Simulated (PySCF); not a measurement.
How methods differ on the excitation energy of O⁺

O⁺ [He] 2s2 2p3 (4S) → O⁺ [He] 2s1 2p4 (4P), as a difference of total energies. Calculation: PySCF 2.14, in dyall-av3z (15s9p3d2f, 71 functions); no relativity, point nucleus. Correlated levels: valence: 1s2 frozen; virtual orbitals above 40 to 60 times the deepest correlated orbital energy dropped. The calculations carry no spin-orbit coupling.

| method | excitation energy (eV) |
| --- | --- |
| UHF | 14.900 |
| LDA | 14.289 |
| PBE | 14.044 |
| PBE0 | 14.348 |
| r2SCAN | 14.026 |
| M06-L | 14.440 |
| MN15 | 13.839 |
| r2SCAN0 | 14.288 |
| wB97M-V | 14.710 |
| ROHF | 14.885 |
| MP2 (valence) | 14.980 |
| SCS-MP2 (valence) | 14.993 |

Problem. How much does correlation contribute at MP2 (valence)?

Solution. 14.980 − (14.900) = 0.080 eV, measured against UHF.

Errors of the correlated levels include the incompleteness of this basis and the frozen core.

For comparison: 14.870 eV (measured; NIST levels, between the centres of gravity of the two terms).
